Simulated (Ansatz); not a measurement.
Ansatz (an electronic-structure program) input (CAM-B3LYP/def2-TZVPD):

Ansatz 0.2 input:
```yaml
crystal:
  periodic: [false, false, false]
  atoms:
    - {symbol: Y, position_ang: [-0.00000000, -0.00000000, -0.72850452]}
    - {symbol: Cl, position_ang: [0.00000000, 0.00000000, 1.67127508]}
basis:
  gaussian:
    orbitals: def2-TZVPD
hamiltonian:
  xc: {name: CAM-B3LYP}
magnetization: {spin_polarized: true, initial_magnetization: 2}
```

End of the output:

```
integrals: 0.03 GiB planned
663 factors; their error is unknown
integrals: 0.06 GiB planned
189 factors; integrals over basis functions are off by at most 9.8e-5 eV
mean field: 0.34 GiB planned
mean field evaluation 1: about -13564.1427 eV, gradient 1.3e1 eV
mean field evaluation 2: about -13564.4913 eV, gradient 1.4e1 eV
mean field evaluation 4: about -13565.2866 eV, gradient 5.4e-1 eV
mean field evaluation 8: about -13565.3248 eV, gradient 6.3e-2 eV
mean field evaluation 16: about -13565.3249 eV, gradient 6.7e-4 eV
mean field evaluation 32: about -13565.1284 eV, gradient 2.3e0 eV
mean field -13565.32485167 eV, -498.5164933914 hartree, gradient 1.6e-5 eV, S^2 2.001043; 2 other end points of the search recorded, 0 dependent functions left out
reference -13565.32494409 eV, -498.5164967877 hartree; 15, 13 occupied and 71, 73 virtual orbitals, 663 factors
Total energy: -13565.32494409 eV, -498.5164967877 hartree
```

This state (charge 0, triplet) is run at the relaxed geometry of the species with charge 0 and multiplicity 1, and is a spin state other than that species' own.
